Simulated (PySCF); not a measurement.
ClGeHS, neutral, multiplicity 1. Atoms are numbered in the order given.

```xyz
4

Ge     0.7484     0.0137     0.0000
Cl    -0.7005     1.6557     0.0000
S     -0.7637    -1.6250     0.0000
H      0.1797    -2.5844     0.0000
```
Charge 0, spin multiplicity 1.

Coordinates come from a PBE0-D3(BJ)/def2-TZVP optimisation. Other conformers were not sampled.

Method: PBE0-D3(BJ)/def2-TZVP (PySCF).

Frequencies are harmonic and unscaled.

```
mode  ν (cm⁻¹)  IR (km/mol)  moving atoms (share of kinetic energy)
----  --------  -----------  --------------------------------------
1          146          1.4                S 40 %, Cl 39 %, Ge 18 %
2          377         10.0                                  H 96 %
3          387         89.8                Cl 36 %, Ge 35 %, S 29 %
4          402         37.0                S 35 %, Cl 32 %, Ge 29 %
5          720          9.7                                  H 92 %
6         2696          1.7                                  H 97 %
```
